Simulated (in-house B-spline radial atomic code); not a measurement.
## Binding energies in Cu III (Cu2+)

NIST's tabulated ground configuration is [Ar] 3d9; each binding energy is the energy of the ion with one electron taken from that subshell, relaxed, less that of the parent. Method: Dirac-Kohn-Sham PBE, spherical fractional occupations, Fermi nucleus of rms radius 3.8823 fm. Calculated with an all-electron radial atomic-structure program (B-spline basis). Energies include first-order Breit, QED and recoil terms.

```tsv
subshell	X-ray name	binding energy (eV)	-ε (eV)	relaxation (eV)
1s	K	9036.4	8874.5	-176.1
2s	L1	1113.6	1087.8	-27.0
2p1/2	L2	988.1	956.1	-33.2
2p3/2	L3	967.4	935.6	-32.5
3s	M1	150.7	140.3	-10.6
3p1/2	M2	109.7	99.3	-10.4
3p3/2	M3	107.1	96.7	-10.4
3d	M4,5	39.03	29.63	-9.39
```

Relaxation = -ε minus the binding energy without Breit, QED and recoil terms. With a density functional, K lines can miss by some tenths of a per cent, more in light atoms. For a density functional the relaxation so defined is negative, because -ε of a Kohn-Sham level is smaller than the binding energy.

Emission lines follow as differences of binding energies, with λ = 12398.42 eV·Å / E:

| line | holes | energy (eV) | wavelength (Å) |
| --- | --- | --- | --- |
| K-L3 | 1s → 2p3/2 | 8069.0 | 1.5365 |
| K-L2 | 1s → 2p1/2 | 8048.3 | 1.5405 |
| K-M3 | 1s → 3p3/2 | 8929.3 | 1.3885 |
| L1-M3 | 2s → 3p3/2 | 1006.5 | 12.318 |
| L3-M1 | 2p3/2 → 3s | 816.7 | 15.181 |

**Question.** What screening constant σ does Moseley's law, E = (3/4)·13.6057 eV·(Z - σ)², need for K-L3?

**Answer.** σ = 0.88.

**Question.** What does it cost to remove two 3s electrons?

**Answer.** 324.4 eV, which is 22.96 eV more than the two single binding energies together.

**Question.** What does it cost to remove both a 3s and a 3p3/2 electron?

**Answer.** 280.44 eV, which is 22.67 eV more than the two single binding energies together.

**Question.** What does it cost to remove both a 1s and a 2p3/2 electron?

**Answer.** 10107 eV, which is 103.4 eV more than the two single binding energies together.
